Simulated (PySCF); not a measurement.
Species: C6H10P2S.
Bonds: C1–P2, P2–C3, C3–P4, P2–C5, C5–C6 (aromatic), C6–C7 (aromatic), C7–S8 (aromatic), S8–C9 (aromatic), C5–C9 (aromatic). Hydrogens: H10, H11, H12 on C1; H13, H14 on C3; H15, H16 on P4; H17 on C6; H18 on C7; H19 on C9.

The same species was optimised twice, with GFN2-xTB and with PBE0-D3(BJ)/def2-SVP (PySCF), and the same property calculations (PySCF, gas phase) were run on both structures.

| coordinate | GFN2-xTB | PBE0-D3(BJ)/def2-SVP | change |
| --- | --- | --- | --- |
| C6–C7 (Å) | 1.354 | 1.368 | +0.014 |
| C5–C9 (Å) | 1.363 | 1.375 | +0.012 |
| C5–C6 (Å) | 1.422 | 1.433 | +0.011 |
| P2–C3 (Å) | 1.868 | 1.858 | -0.010 |
| P2–C5 (Å) | 1.825 | 1.830 | +0.005 |
| C3–P4 (Å) | 1.858 | 1.862 | +0.004 |
| C7–S8 (Å) | 1.721 | 1.720 | -0.001 |
| S8–C9 (Å) | 1.716 | 1.715 | -0.001 |
| C1–P2 (Å) | 1.851 | 1.852 | +0.001 |
| P2–C3–P4 (°) | 112.9 | 115.8 | +2.9 |
| C3–P2–C5 (°) | 97.3 | 99.7 | +2.4 |
| C1–P2–C3 (°) | 97.7 | 99.8 | +2.1 |
| C7–S8–C9 (°) | 90.7 | 91.7 | +1.0 |
| C1–P2–C5 (°) | 99.5 | 100.4 | +0.9 |
| C6–C7–S8 (°) | 112.4 | 111.7 | -0.7 |
| P2–C5–C9 (°) | 120.5 | 120.9 | +0.4 |
| C6–C5–C9 (°) | 111.7 | 111.3 | -0.4 |
| C1–P2–C3–P4 (°) | -176 | -170 | +6 |
| C1–P2–C5–C6 (°) | 41 | 48 | +7 |

Rotational constants: A = 1421, B = 676.0, C = 542.1 MHz (GFN2-xTB) against A = 1401, B = 665.6, C = 536.3 MHz (PBE0-D3(BJ)/def2-SVP). Point groups within 0.08 Å: C1 and C1.

On the GFN2-xTB structure: HOMO (eV) -6.91 [PBE0/pcSseg-1]; LUMO (eV) -0.65 [PBE0/pcSseg-1]; dipole (D) 1.76 [PBE0/pcSseg-1]; GIAO shielding of C1 (ppm) 167.4 [PBE0/pcSseg-1]; GIAO shielding of P2 (ppm) 375.3 [PBE0/pcSseg-1]; GIAO shielding of C3 (ppm) 165.2 [PBE0/pcSseg-1]; GIAO shielding of P4 (ppm) 497.7 [PBE0/pcSseg-1]; GIAO shielding of C5 (ppm) 41.9 [PBE0/pcSseg-1]; GIAO shielding of C6 (ppm) 57.4 [PBE0/pcSseg-1]; GIAO shielding of C7 (ppm) 50.2 [PBE0/pcSseg-1]; GIAO shielding of S8 (ppm) 267.6 [PBE0/pcSseg-1].

What do these properties become on the PBE0-D3(BJ)/def2-SVP structure?

| property | level | on GFN2-xTB | on PBE0-D3(BJ)/def2-SVP | change |
| --- | --- | --- | --- | --- |
| HOMO (eV) | PBE0/pcSseg-1 | -6.91 | -6.79 | +0.12 |
| LUMO (eV) | PBE0/pcSseg-1 | -0.65 | -0.68 | -0.03 |
| dipole (D) | PBE0/pcSseg-1 | 1.76 | 1.71 | -0.05 |
| energy, GFN2-xTB geometry as zero (kcal/mol) | PBE0/pcSseg-1 | 0.0 | -1.8 | -1.8 |
| GIAO shielding of C1 (ppm) | PBE0/pcSseg-1 | 167.4 | 165.3 | -2.1 |
| GIAO shielding of P2 (ppm) | PBE0/pcSseg-1 | 375.3 | 370.4 | -4.9 |
| GIAO shielding of C3 (ppm) | PBE0/pcSseg-1 | 165.2 | 165.9 | +0.7 |
| GIAO shielding of P4 (ppm) | PBE0/pcSseg-1 | 497.7 | 482.5 | -15.2 |
| GIAO shielding of C5 (ppm) | PBE0/pcSseg-1 | 41.9 | 40.3 | -1.6 |
| GIAO shielding of C6 (ppm) | PBE0/pcSseg-1 | 57.4 | 53.5 | -3.9 |
| GIAO shielding of C7 (ppm) | PBE0/pcSseg-1 | 50.2 | 48.9 | -1.3 |
| GIAO shielding of S8 (ppm) | PBE0/pcSseg-1 | 267.6 | 262.9 | -4.7 |

The heavy atoms differ by 0.091 Å rms after alignment. Among bonds between heavy atoms C6–C7 changes most (+0.014 Å). Changes are differences of the printed values. Neither structure is proved a minimum here.

Conformer computed: `[CH3:1][P:2]([CH2:3][PH2:4])[c:5]1[cH:6][cH:7][s:8][cH:9]1`: C1–P2–C3–P4 -170°, C1–P2–C5–C6 48°, H–P4–C3–P2 -41°, H–P4–C3–P2 53°.
